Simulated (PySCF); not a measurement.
boric acid (BH3O3), SMILES OB(O)O.

Coordinates come from a PBE-D3(BJ)/def2-SVP optimisation. The values are those of a single conformer.

Computed with PBE-D3(BJ)/def2-SVP in PySCF.

Harmonic, unscaled wavenumbers; measured fundamentals usually lie a few per cent lower.

Computed vibrational spectrum:
| mode | ν (cm⁻¹) | IR (km/mol) | moving atoms (share of kinetic energy) |
|---|---|---|---|
| 1 | 259 | 8.0 | H 93 % |
| 2 | 434 | 30.5 | O 68 %, H 24 %, B 8 % |
| 3 | 444 | 2.4 | O 73 %, H 18 %, B 9 % |
| 4 | 449 | 192.8 | H 86 %, O 14 % |
| 5 | 497 | 105.5 | H 92 % |
| 6 | 646 | 63.0 | B 79 %, O 19 % |
| 7 | 862 | 3.4 | O 94 % |
| 8 | 909 | 197.9 | H 91 %, O 9 % |
| 9 | 989 | 188.3 | H 66 %, O 32 % |
| 10 | 1009 | 14.5 | H 78 %, O 20 % |
| 11 | 1411 | 399.0 | B 71 %, O 24 % |
| 12 | 1468 | 292.2 | B 73 %, O 18 %, H 9 % |
| 13 | 3772 | 61.6 | H 94 % |
| 14 | 3778 | 30.7 | H 94 % |
| 15 | 3798 | 55.0 | H 94 % |
